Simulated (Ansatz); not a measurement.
Consider the redistribution: `CO[SiH2]N[SiH2]Cl` + `BC[SiH3]` → `B[SiH2]OC` + `[SiH3]CN[SiH2]Cl`.

Calculated with Ansatz (gas phase, PBE0-D4/def2-TZVP geometries, no zero-point term in ΔE). CCSD(T)/CBS adds triple-zeta CCSD(T) − MP2 to the extrapolated MP2 energy (def2 sets, frozen cores). DFT in def2-TZVPP. B3LYP here is the variant with VWN-RPA as its local correlation; programs differ in this. One conformer a species, not always the lowest.

(1) Is it downhill or uphill in electronic energy at CCSD(T)/CBS, and by how much? (An estimate is asked.)

(2) What do these levels give: PBE0-D4, ωB97X-V, ωB97M-V, PBE, PBE0, B3LYP, MP2/def2-TZVPP, HF/def2-QZVPP, SCS-MP2/def2-QZVPP, HF/CBS(def2), MP2/CBS(def2), CCSD/CBS(def2)? (Best estimate.)

Largest T1 diagnostic among the species: 0.011.

Results:

(1) Computed: Uphill: ΔE = +216.2 kJ/mol.

(2) Ansatz gave: PBE0-D4 207.5, ωB97X-V 207.8, ωB97M-V 218.5, PBE 197.0, PBE0 204.0, B3LYP 204.3, MP2/def2-TZVPP 226.6, HF/def2-QZVPP 211.7, SCS-MP2/def2-QZVPP 220.3, HF/CBS(def2) 211.8, MP2/CBS(def2) 228.7, CCSD/CBS(def2) 214.9 kJ/mol.

The D4 term adds +5.9 kJ/mol with B3LYP and +3.4 kJ/mol with PBE0; it sums over pairs of atoms, weighted by their polarisabilities, and B3LYP, whose exchange is more repulsive, gets the larger term. In def2-TZVPP, CCSD(T) changes the Hartree–Fock value by +3.3 kJ/mol (the triples alone add +1.3 kJ/mol) and MP2 by +15.9 kJ/mol. From PBE to PBE0 (25 % exact exchange), in def2-TZVPP and without D4, ΔE moves by +7.0 kJ/mol.
